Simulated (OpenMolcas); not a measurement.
## neutral germanium: from RASSCF to RASPT2

```json
{"Program": "OpenMolcas", "Basis": "ANO-RCC [10s9p8d5f2g]", "Scalar Hamiltonian": "DKH2, point nucleus", "Active space": "4 electrons in 9 orbitals (RAS2 4s 4p; RAS3 4d, at most 2 electrons)", "State averaging": "2S+1 = 3 even, 3 roots; 2S+1 = 1 even, 6 roots; 2S+1 = 5 odd, 1 root; 2S+1 = 3 odd, 5 roots; 2S+1 = 1 odd, 5 roots", "Spin-orbit coupling": "RASSI with atomic mean-field integrals over the reference wave functions, term energies averaged over their components"}
```

Methods on the same reference wave functions:
A. RASSCF
B. SS-RASPT2, IPEA 0.25 Eh, imaginary shift 0.1 Eh (closed shells correlated: 3d)
C. XMS-RASPT2, IPEA 0.25 Eh, imaginary shift 0.1 Eh (closed shells correlated: 3d)

Energies in cm-1 above 4s2 4p2 3P0, the measured ground level; measured values from NIST Handbook of Basic Atomic Spectroscopic Data.

```tsv
Level	A	B	C	Measured
4s2 4p2 3P0	0.0	0.0	0.0	0.0
4s2 4p2 3P1	484	499	498	557
4s2 4p2 3P2	1272	1271	1267	1410
4s2 4p2 1D2	9383	7010	6800	7125
4s2 4p2 1S0	20016	16320	16500	16367
4s 4p3 5S* 2	35568	40800	40970	41927
```

Deviations, from unrounded energies. A percentage is the sum of absolute deviations over the sum of measured energies, with the sign that they share, or ± where signs differ.

```
                        Against measurement  Levels      A      B      C
             mean absolute deviation (cm-1)       5   2500    300    320
      fine structure of the ground term (%)       2  -10.7  -10.0  -10.2
other terms of the ground configuration (%)       2  +25.1   -0.7   ±1.9
                   other configurations (%)       1  -15.2   -2.7   -2.3
```

B lies closest to measurement on these levels and A furthest from it. The largest miss of B in the table is 4s 4p3 5S* 2, by -1100 cm-1. The ranking rests on the paired levels alone, and a cruder setting can come out closer through cancelling errors.

Between B and C the level of the table that moves most is 4s2 4p2 1D2, by 210 cm-1 (lowest in C, highest in B). Moves below CASPT2's spread within the term are not significant.

From A to B the spin-free energies of the other terms of 4s2 4p2 shown, above 3P, scale by factors of 0.72 to 0.80.

The lowest spin-free term lies below A's lowest term by 0.491 hartree in B, 0.492 hartree in C.

CASPT2 breaks the degeneracy within a term, and the mean is taken; among the terms shown or strongly mixed into the levels shown the widest spread is 26 cm-1 (4s2 4p2 1D, B). The run also gave levels led by 4s2 4p 4d, which use shells meant for correlation; these and all levels above them are left out. Without dynamic correlation excited terms often stand tens of per cent too high (terms of higher spin than the ground term too low), and those without a measured partner can miss by more than the paired ones (holds for A). Measured partners are found by configuration, term and J. A level has none where our copy of the source lacks it or the pairing is in doubt (some pairs that miss far off the trend of their configuration count as doubtful), and it then counts in no deviation. Levels of configurations outside the active space are missing. The table leaves out levels that lie high or whose names do not pair safely across all columns.

* marks odd parity.
